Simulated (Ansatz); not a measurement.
Consider the atomization: `C[SiH2][AlH][O][SiH3]` → Al• + C• + 9 H• + O• + 2 Si•.

Program: Ansatz. Geometries: PBE0-D4/def2-TZVP. ΔE: electronic, gas phase. CBS: MP2 limit from def2 TZ/QZ plus the TZ coupled-cluster correction, frozen cores. This one scheme is used for every species, atoms too. Functionals use def2-TZVPP. B3LYP here is the variant with VWN-RPA as its local correlation; programs differ in this. Open shells (•) are unrestricted, without spin–orbit coupling. Spin–orbit coupling would lower the free atoms: a little for Al, C, O, Si. Each species was taken in one conformer, which may not be the lowest.

```tsv
level	ΔE (kcal/mol)	difference from CCSD(T)/CBS
PBE-D4	1109.1	-10.8
r2SCAN-D4	1117.1	-2.8
PBE0-D4	1102.9	-17.0
B3LYP-D4	1114.6	-5.3
ωB97X-V	1123.2	3.3
ωB97M-V	1117.2	-2.7
B2PLYP	1102.5	-17.4
PBE	1102.0	-17.9
r2SCAN	1115.3	-4.6
PBE0	1096.8	-23.1
B3LYP	1103.2	-16.7
HF/def2-TZVPP	852.5	-267.4
MP2/def2-TZVPP	1095.3	-24.6
SCS-MP2/def2-TZVPP	1101.4	-18.5
CCSD/def2-TZVPP	1081.4	-38.5
CCSD(T)/def2-TZVPP	1092.1	-27.8
HF/def2-QZVPP	854.9	-265.0
MP2/def2-QZVPP	1112.1	-7.8
SCS-MP2/def2-QZVPP	1120.4	0.5
HF/CBS(def2)	855.3	-264.6
MP2/CBS(def2)	1123.2	3.3
CCSD/CBS(def2)	1109.3	-10.6
CCSD(T)/CBS	1119.9	0
```

Largest T1 diagnostic among the species: 0.018.

The D4 term adds +11.4 kcal/mol with B3LYP and +6.1 kcal/mol with PBE0; it sums over pairs of atoms, weighted by their polarisabilities, and B3LYP, whose exchange is more repulsive, gets the larger term. From PBE to PBE0 (25 % exact exchange), in def2-TZVPP and without D4, ΔE moves by −5.3 kcal/mol: exact exchange takes away binding that semilocal exchange gives to molecules.

For atomizations the MP2-based limit and the directly extrapolated one differ by several kJ/mol either way, and by 10 to 25 for some Ge, Se and Sn compounds, so smaller differences from it don't rank the levels.
